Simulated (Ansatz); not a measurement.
System: LuH, charge 0, multiplicity 1. 
Structure (B3LYP-D3(BJ)/def2-TZVP (Ansatz, a program for electronic structure) minimum search):
```
Lu
H 1 1.9042
```

Dipole moments at this geometry, in debye (magnitudes).

| level | program | dipole (D) |
|---|---|---|
| PBE/def2-TZVP | Ansatz | 1.65 |
| BLYP/def2-TZVP | Ansatz | 1.80 |
| revPBE/def2-TZVP | Ansatz | 1.61 |
| r2SCAN/def2-TZVP | Ansatz | 1.61 |
| B97M-V/def2-TZVP | Ansatz | 1.86 |
| B3LYP/def2-TZVP | Ansatz | 1.80 |
| PBE0/def2-TZVP | Ansatz | 1.61 |
| r2SCANh/def2-TZVP | Ansatz | 1.62 |
| r2SCAN0/def2-TZVP | Ansatz | 1.62 |
| HSE06/def2-TZVP | Ansatz | 1.61 |
| CAM-B3LYP/def2-TZVP | Ansatz | ? |
| wB97M-V/def2-TZVP | Ansatz | 1.75 |
| wB97X-V/def2-TZVP | Ansatz | ? |

**Question.** Complete the blanks.

**Answer.** 
- CAM-B3LYP/def2-TZVP, dipole (D): 1.79
- wB97X-V/def2-TZVP, dipole (D): 1.63
